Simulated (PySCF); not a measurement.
Stepwise substitution at one centre (In C2H5-I). Gas-phase values, no solvent. One relaxed conformer stands for each flexible species; it need not be the lowest. Strings in code marks are SMILES.

The LUMO from two functionals at the same geometries (CAM-B3LYP-D3(BJ)/def2-SVP), both in PySCF: PBE-D3(BJ)/def2-TZVP and TPSSh-D3(BJ)/def2-TZVP. 

```
species                                                                                           PBE-D3(BJ)/def2-TZVP (eV)  TPSSh-D3(BJ)/def2-TZVP (eV)
------------------------------------------------------------------------------------------------  -------------------------  ---------------------------
0 of 3 C2H5 replaced by I (`[CH2]([In]([CH2]C)[CH2]C)C`)                                                              -1.62                        -1.17
1 of 3 C2H5 replaced by I (`C[CH2][In]([I])[CH2]C` (C–C–In–I torsion 0°, I–In–C–C torsion 178°))                      -2.05                        -1.63
2 of 3 C2H5 replaced by I (`C[CH2][In]([I])[I]` (C–C–In–I torsion 179°))                                              -2.75                        -2.33
3 of 3 C2H5 replaced by I (`[I][In]([I])[I]`)                                                                         -3.84                        -3.47
```

Over these rows, drawn at random from the members with no instability flagged (it was tested for open shells, ions and some series alone), PBE minus TPSSh-D3(BJ): mean -0.41 eV, from -0.45 eV to -0.37 eV.
